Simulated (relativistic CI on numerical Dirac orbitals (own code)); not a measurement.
Input to a radial Dirac CI calculation:

```
atom Ne  Z=10  charge=8  electrons=2
nucleus A=20  rms_radius_fm=3.0055
hamiltonian dirac-coulomb  breit=on  qed=on  c_scale=1
orbitals kli  potential=per-configuration
slater_scale 0.9
correlation none
mixing on
configurations
  1s2
  1s 2p
  1p 2p
  1s 1p
end
```

Problem. How did the run end?

Solution. The self-consistent field of one configuration failed: SCF of 1p 2p ended with code -1.
